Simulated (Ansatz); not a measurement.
Total energies of (CuNH2)2 ring (Cu₂N₂H₄) from Ansatz at r2SCAN-D4/def2-TZVP, gas phase (1 Eh = 27.2114 eV = 2625.5 kJ/mol). The reference geometry is relaxed at r2SCAN-D4/def2-SVP.

| state | geometry | energy (Eh) |
| --- | --- | --- |
| charge 0 singlet | reference | -3392.96507 |
| charge 1 doublet | reference | -3392.70798 |
| free Cu atom (doublet) | – | -1640.46806 |
| free N atom (quartet) | – | -54.58101 |
| free H atom (doublet) | – | -0.49993 |

Q: Work out the vertical ionisation energy to the doublet.

A: E(charge 1 doublet) − E(charge 0 singlet) = -3392.70798 − (-3392.96507) = 0.25709 Eh = 7.00 eV. For comparison, −ε of the highest occupied level is 3.96 eV at this level, 3.04 eV less.

Q: What is the binding energy per atom against free atoms?

A: Atoms: 2 × (-1640.46806) + 2 × (-54.58101) + 4 × (-0.49993) = -3392.09786 Eh. Binding: -3392.09786 − (-3392.96507) = 0.86721 Eh = 23.60 eV, or 2.95 eV for each of 8 atoms (no zero-point energy, no counterpoise term).
